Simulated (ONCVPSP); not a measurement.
Varying the ONCV potential for sulfur

Base potential:

S, optimised norm-conserving Vanderbilt (ONCV), made with ONCVPSP 4.0.1 (PW91, non-relativistic). Core [Ne], reference 3s2 3p4. Waves: 3s: rc 1.10 bohr, ncon 3, nbas 7, qcut 6.8 1/bohr, 2 projectors, debl 3.6 Ha; 3p: rc 1.60 bohr, ncon 4, nbas 7, qcut 4.9 1/bohr, 2 projectors, debl 3 Ha; d scattering state at 0.32 Ha: rc 1.30 bohr, ncon 4, nbas 9, qcut 7.6 1/bohr, 2 projectors, debl 1.5 Ha. Local part: polynomial inside 0.75 bohr (lpopt 2, dvloc0 0 Ha). Core correction: Teter function, fcfact 3.25, rcfact 1.3.

Cutoffs, loose and tight: the cutoffs (Ha) at which the residual kinetic energy of the hardest occupied pseudo-wave falls to 1 and 0.1 mHa per electron. They do not see the model core or the augmentation charge, which bear on the density cutoff. Test errors are all-electron minus pseudo excitation energies from the reference, over the configurations 3s2 3p3; 3s2 3p2; 3s2 3p1; 3s2 3p3.5. A dash means not determined; rows that change the core or the reference have their own tests.

A true bound ghost makes a file unfit for plane-wave use even where its test errors are small: the radial tests pick states by their node count and pass the ghost by.

| change | outcome | cutoff, loose | cutoff, tight | bound ghosts | GHOST(+) flags above zero | largest test error (meV) |
| --- | --- | --- | --- | --- | --- | --- |
| base | generated | 20 Ha | 105 Ha | s | none | +40 |
| s: qcut 4.5; p: qcut 3.2; d: qcut 5 | generated | 20 Ha | 98 Ha | none | s, d | +46 |
| s: qcut 5.5; p: qcut 4; d: qcut 6.2 | generated | 18 Ha | 113 Ha | s | none | +38 |
| s: qcut 6.6; p: qcut 4.7; d: qcut 7.3 | generated | 19 Ha | 108 Ha | s | none | +39 |
| s: qcut 7.5; p: qcut 5.4; d: qcut 8.4 | generated | 22 Ha | 84 Ha | s | none | +43 |
| s: qcut 8.9; p: qcut 6.4; d: qcut 9.9 | generated | 27 Ha | 99 Ha | s | none | +48 |
| s: qcut 9.4; p: qcut 6.8; d: qcut 10.5 | generated | 28 Ha | 102 Ha | s | none | +49 |
